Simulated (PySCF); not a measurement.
**Radial density of Ag²⁺ (silver, charge +2)**

UHF, [Kr] 4d9, 2D determinant. Computed with PySCF 2.14 in cc-pVDZ-PP with ECP28MDF, with a scalar-relativistic core potential. This is the valence pseudo-density: the core potential removes the inner electrons and smooths the orbitals near the nucleus.

```
r (bohr)  4πr²ρ (e/bohr)  4πr²(ρα − ρβ)
  0.0201       1.463e-05         0.0000
  0.0338       3.737e-05         0.0000
  0.0568       9.683e-05         0.0000
  0.0955       0.0004999         0.0000
   0.161        0.006258         0.0005
   0.270          0.1095         0.0081
   0.454           2.526         0.1226
   0.764           16.75         0.7284
    1.29           11.60         0.7660
    2.16           1.668         0.1451
    3.64         0.04963         0.0018
    6.12       0.0001269         0.0000
```

Energies and moments cover only the electrons outside the core potential.
